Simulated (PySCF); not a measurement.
# Pt²⁺: ionisation energy

Pt²⁺ [Xe] 4f14 5d8 (3F) → Pt³⁺ [Xe] 4f14 5d7 (4F), as a difference of total energies. Calculation: PySCF 2.14, in aug-cc-pwCVTZ-PP with ECP60MDF (8s8p7d4f3g, 122 functions); scalar relativity through the core potential. Correlated levels: valence: 5s2 5p6 frozen; valence and next inner shell: nothing frozen outside the core potential. The calculations carry no spin-orbit coupling.

| method | ionisation energy (eV) |
| --- | --- |
| UHF | 29.093 |
| LDA | 31.427 |
| PBE | 31.102 |
| PBE0 | 30.915 |
| r2SCAN | 30.846 |
| revPBE | 31.015 |
| HSE06 | 30.918 |
| PBEsol | 31.102 |
| MP2 (valence) | 30.722 |
| SCS-MP2 (valence) | 30.763 |
| MP2 (valence and next inner shell) | 30.741 |
| SCS-MP2 (valence and next inner shell) | 30.651 |

Task: How much does correlation contribute at MP2 (valence and next inner shell)?

Result: 30.741 − (29.093) = 1.648 eV, measured against UHF.

The reference lies between the lowest fine-structure levels, while these numbers refer to the centres of the terms.

Errors of the correlated levels include the incompleteness of this basis and the frozen core.

For comparison: 29 ± 1.6 eV (theoretical estimate listed by NIST; NIST Atomic Spectra Database, ionization energies).
